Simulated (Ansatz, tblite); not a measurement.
Forces on Cr(NH2)3 (CrN3H6) at its r2SCAN-D4/def2-SVP geometry. The state is a quartet with charge 0.

The xTB rows come from tblite.

GFN2-xTB (tblite), largest force 0.24 eV/Å:

```xyz
10
positions Å, forces eV/Å
Cr    0.000    0.000    0.000   -0.001   -0.002    0.002
N    -1.264   -1.185   -0.601    0.134    0.126    0.067
H    -1.377   -1.489   -1.568   -0.063   -0.147    0.175
H    -1.966   -1.645   -0.022   -0.046    0.044   -0.230
N     1.334   -0.572    1.121   -0.142    0.061   -0.121
H     1.448   -0.292    2.095    0.077   -0.214   -0.069
H     2.080   -1.220    0.870    0.038    0.164    0.168
N    -0.070    1.757   -0.520    0.006   -0.187    0.056
H    -0.798    2.421   -0.261    0.220    0.079   -0.045
H     0.613    2.225   -1.115   -0.225    0.075   -0.001
```

PBE-D4/def2-TZVP (Ansatz), largest force 0.34 eV/Å:

```
Cr 0.000 -0.002 0.001
N -0.233 -0.218 -0.106
H 0.036 0.015 -0.031
H 0.001 0.019 0.044
N 0.245 -0.105 0.204
H -0.038 0.026 0.017
H 0.000 -0.010 -0.048
N -0.014 0.324 -0.095
H -0.030 -0.018 0.033
H 0.033 -0.030 -0.020
```

r2SCAN-D4/def2-TZVP (Ansatz), largest force 0.62 eV/Å:

```
Cr 0.000 -0.002 0.001
N -0.424 -0.397 -0.197
H 0.045 0.106 0.275
H 0.220 0.141 -0.154
N 0.447 -0.192 0.374
H -0.047 -0.065 -0.289
H -0.231 0.184 0.056
N -0.025 0.589 -0.174
H 0.202 -0.212 -0.071
H -0.186 -0.153 0.178
```
